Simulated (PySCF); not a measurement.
Ga(F)2(OSiH3) (F2GaH3OSi), SMILES [F][Ga]([F])[O][SiH3].

Geometry optimised at B3LYP-D3(BJ)/def2-SVP. The structure was generated by enumeration; whether it is a known compound was not checked. Other conformers were not sampled.

These are PBE/def2-TZVP (PySCF) values and carry that method's errors.

Symmetry labels are those of the subgroup Cs that the program uses (full group Cs).

Computed valence orbital energies around the gap with their symmetry:
```csv
orbital,symmetry,energy (eV)
HOMO−7,A",-10.07
HOMO−6,A',-9.54
HOMO−5,A",-9.51
HOMO−4,A",-9.48
HOMO−3,A',-9.44
HOMO−2,A',-9.31
HOMO−1,A',-7.88
HOMO,A",-7.81
LUMO,A',-3.02
LUMO+1,A",-1.49
LUMO+2,A',-0.53
LUMO+3,A',0.51
```
